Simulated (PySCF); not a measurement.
Job file and geometry (Å, from GFN2-xTB) of an NMR shielding run on `InChI=1S/C5H9NOSi/c1-2-5(7)6-3-4-8/h1H,3-4H2,8H3,(H,6,7)`, PySCF, GIAO PBE0/pcSseg-1 NMR shielding, non-relativistic, gas phase; density fitting, a coarse starting grid and PySCF grid level 2 are the driver's defaults:

```
$ OMP_NUM_THREADS=1 python probes_run.py task.json out

{"job": {"kind": "nmr", "xc": "PBE0", "basis": "pcSseg-1"}, "charge": 0, "multiplicity": 1}
C      3.636380     0.984817     0.340378
C      2.619645     0.414196     0.058230
C      1.399903    -0.224117    -0.393196
O      1.065243    -0.250850    -1.558606
N      0.699587    -0.795785     0.615928
C     -0.599481    -1.388000     0.399337
C     -1.733902    -0.472250     0.853446
Si    -1.728957     1.220032    -0.033656
H      4.526528     1.474092     0.608615
H      0.997537    -0.645757     1.567326
H     -0.677909    -1.578652    -0.673338
H     -0.639658    -2.346228     0.930750
H     -2.678126    -0.985152     0.667192
H     -1.665963    -0.331182     1.934953
H     -0.536757     1.973235     0.367699
H     -2.915385     1.944411     0.430849
H     -1.775682     1.019218    -1.476354
```

Question: Write the output of this run.

Answer: 
```
coarse grid: 14784 points
cycle   1  E = -614.5824723218  dE =  1.133e+00  |g| = 8.767e-01  |ddm| = 3.821e+00
cycle   2  E = -613.9918739259  dE =  5.906e-01  |g| = 1.913e+00  |ddm| = 3.007e+00
cycle   3  E = -614.7266623752  dE = -7.348e-01  |g| = 2.446e-01  |ddm| = 2.368e+00
cycle   4  E = -614.7390044099  dE = -1.234e-02  |g| = 9.359e-02  |ddm| = 2.776e-01
cycle   5  E = -614.7407159378  dE = -1.712e-03  |g| = 3.045e-02  |ddm| = 8.452e-02
cycle   6  E = -614.7409187062  dE = -2.028e-04  |g| = 9.965e-03  |ddm| = 3.032e-02
cycle   7  E = -614.7409370400  dE = -1.833e-05  |g| = 4.623e-03  |ddm| = 8.298e-03
cycle   8  E = -614.7409418982  dE = -4.858e-06  |g| = 1.231e-03  |ddm| = 3.705e-03
final grid: 138520 points
cycle   9  E = -614.7978753665  dE = -1.736e-05  |g| = 1.261e-02  |ddm| = 4.211e-02
cycle  10  E = -614.7977781774  dE =  9.719e-05  |g| = 2.553e-02  |ddm| = 3.261e-02
cycle  11  E = -614.7979065748  dE = -1.284e-04  |g| = 2.231e-03  |ddm| = 2.335e-02
cycle  12  E = -614.7979076735  dE = -1.099e-06  |g| = 3.275e-04  |ddm| = 1.977e-03
cycle  13  E = -614.7979076943  dE = -2.085e-08  |g| = 1.567e-04  |ddm| = 4.367e-04
cycle  14  E = -614.7979076986  dE = -4.270e-09  |g| = 8.605e-05  |ddm| = 1.792e-04
cycle  15  E = -614.7979077004  dE = -1.792e-09  |g| = 1.431e-05  |ddm| = 6.348e-05
cycle  16  E = -614.7979077004  dE = -4.684e-11  |g| = 3.046e-06  |ddm| = 1.551e-05
converged SCF energy = -614.7979077004

GIAO shielding tensors (ppm)
atom      isotropic    diamagn.    paramagn.     s11        s22        s33       span
  0 C      106.570     257.447    -150.876     37.475     46.379    235.856    198.381
  1 C      104.698     254.937    -150.240     -0.727     18.487    296.333    297.060
  2 C       31.892     246.393    -214.501    -65.007     66.624     94.059    159.067
  3 O      -86.282     404.331    -490.613   -398.867   -217.651    357.672    756.539
  4 N      117.244     330.922    -213.678      8.495    144.694    198.543    190.047
  5 C      148.719     245.583     -96.864    117.200    162.743    166.214     49.014
  6 C      171.281     251.826     -80.545    155.355    167.924    190.564     35.209
  7 Si     423.445     879.928    -456.483    396.013    417.262    457.061     61.048
  8 H       29.566      33.040      -3.475     24.890     25.128     38.680     13.790
  9 H       26.632      34.786      -8.155     21.579     28.957     29.360      7.782
 10 H       27.304      31.049      -3.744     23.583     27.124     31.205      7.622
 11 H       28.597      29.167      -0.570     22.004     27.961     35.826     13.822
 12 H       30.774      29.754       1.020     25.874     28.138     38.309     12.435
 13 H       30.881      31.189      -0.308     26.717     29.242     36.685      9.968
 14 H       27.877      30.341      -2.464     24.107     27.940     31.585      7.477
 15 H       27.959      28.885      -0.926     24.501     25.471     33.906      9.406
 16 H       27.855      29.540      -1.686     24.351     26.501     32.713      8.362
```

Question: Turn these shieldings into chemical shifts. Scale: ¹³C (186.93 ppm), ²⁹Si (349.16 ppm), ¹H (31.72 ppm) vs TMS; ¹⁷O (336.08 ppm) against H2O; NH3 for ¹⁵N (267.73 ppm) (reference shieldings calculated alike).

Answer: Averaging equivalent atoms: C 2: 155.0; C 1: 82.2; C 0: 80.4; C 5: 38.2; C 6: 15.6; O 3: 422.4; N 4: 150.5; Si 7: -74.3; H 9: 5.09; H 14/15/16: 3.82; H 10/11: 3.77; H 8: 2.15; H 12/13: 0.89 ppm. Unscaled 17O shifts of doubly bonded oxygen tend to come out too high, by tens of ppm or more. Experimental scales use liquid or dissolved standards, which lie at an offset from isolated NH3 (liquid NH3: subtract about 20 ppm) and H2O (liquid H2O: subtract about 36 ppm). Unscaled 15N shifts of sp2 nitrogen come out 20 to 40 ppm too high even then.

Size and cost of the density-fitted run: 188 basis functions, 65 s wall time on 1 thread of an Intel Xeon, shared host; peak memory 0.84 GiB.
